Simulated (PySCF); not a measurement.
One of the candidates below gave these computed data.

All candidates are C3H6N2Si.

| technique | computed result |
| --- | --- |
| UV, first state | lowest singlet excitation: 4.91 eV (252 nm, f = 0.002) [TDDFT CAM-B3LYP/def2-SVPD] |
| UV, strongest line | among the 8 lowest singlet transitions: S3 at 7.08 eV (175 nm, f = 0.312) [TDDFT CAM-B3LYP/def2-SVPD] |
| XPS | Si2p3/2 107.9, C1s 291.5, C1s 291.7, C1s 291.8, N1s 405.2, N1s 405.4, Si1s 1847.6 eV [ΔSCF SCAN, pcX-2 on the ionised atom, pcseg-1 elsewhere, spin-free X2C, 2p3/2 from a spin–orbit splitting computed afterwards within the 2p shell] |
| Rotational structure | rotational constants A, B, C: 10.421, 1.227, 1.163 GHz [GFN2-xTB] |
| Polarisability | 73.6 au [CAM-B3LYP/def2-SVPD] |
| 13C NMR | chemical shifts (computed TMS as zero) by class: 157.1 (1 C), 123.0 (1 C), 54.8 (1 C) ppm [GIAO PBE0/pcSseg-1] |
| NMR, other nuclei | isotropic shieldings of nuclei other than C and H, by class: -131 (1 N), -99 (1 N), 420 (1 Si) ppm [GIAO PBE0/pcSseg-1] |

Gas-phase values; electronic properties from PySCF, density fitting. Levels stand in brackets. One conformer (not necessarily the lowest) at the GFN2-xTB geometry, without solvent, vibrations or thermal averaging. NMR classes are plain means over equivalent atoms (diastereotopic ones count apart unless rotation or inversion swaps them), as if these changed places fast.

**Question.** Which candidate is it?
A. `C=NC[SiH2]C#N`
B. `N#CC/C=N/[SiH3]`
C. `C[SiH2]/N=C/C#N`

**Answer.** A. It is `C=NC[SiH2]C#N`. Numbering: `[CH2:1]=[N:2][CH2:3][SiH2:4][C:5]#[N:6]`. Its formula, C3H6N2Si, gives 3 degrees of unsaturation: 0 rings and 3 π bonds in the structure found. 3 carbons fall into 3 classes; from least to most shielded: imine carbon [C1] (157.1 ppm), cyano carbon [C5] (123.0 ppm), sp3 carbon bound to nitrogen [C3] (54.8 ppm). The other shieldings belong to: -131 ppm, imine nitrogen [N2]; -99 ppm, cyano nitrogen [N6]; 420 ppm, SiH2 silicon [Si4]. The core levels belong to: Si2p3/2 107.9 eV, SiH2 silicon [Si4]; C1s 291.5 eV, sp3 carbon bound to nitrogen [C3]; C1s 291.7 eV, cyano carbon [C5]; C1s 291.8 eV, imine carbon [C1]; N1s 405.2 eV, cyano nitrogen [N6]; N1s 405.4 eV, imine nitrogen [N2]; Si1s 1847.6 eV, SiH2 silicon [Si4]. The optimised geometry has point group C1 and is an asymmetric top.

The others, at the same levels:
- `C[SiH2]/N=C/C#N` fails: its computed 13C shifts are 148.5 (1 C), 119.6 (1 C), -3.5 (1 C) ppm, core binding energies are Si2p3/2 107.1, C1s 290.4, C1s 292.4, C1s 293.3, N1s 404.9, N1s 405.3, Si1s 1847.0 eV and lowest singlet excitation is 3.64 eV (341 nm, f = 0.000) (against 4.91 eV).
- `N#CC/C=N/[SiH3]` fails: its computed 13C shifts are 169.0 (1 C), 119.0 (1 C), 33.1 (1 C) ppm, core binding energies are Si2p3/2 107.2, C1s 292.3, C1s 292.4, C1s 292.7, N1s 404.6, N1s 405.1, Si1s 1847.0 eV and lowest singlet excitation is 4.27 eV (290 nm, f = 0.001) (against 4.91 eV).

Each candidate is one conformer, not necessarily the lowest. Dipoles, sizes and rotational constants follow the conformer. The torsions of the flexible species, by atom-mapped SMILES:
- `[CH2:1]=[N:2][CH2:3][SiH2:4][C:5]#[N:6]`: C1–N2–C3–Si4 112°, N2–C3–Si4–C5 177°
- `[CH3:1][SiH2:2]/[N:3]=[CH:4]/[C:5]#[N:6]`: C1–Si2–N3–C4 119°
- `[N:1]#[C:2][CH2:3]/[CH:4]=[N:5]/[SiH3:6]`: C2–C3–C4–N5 -123°
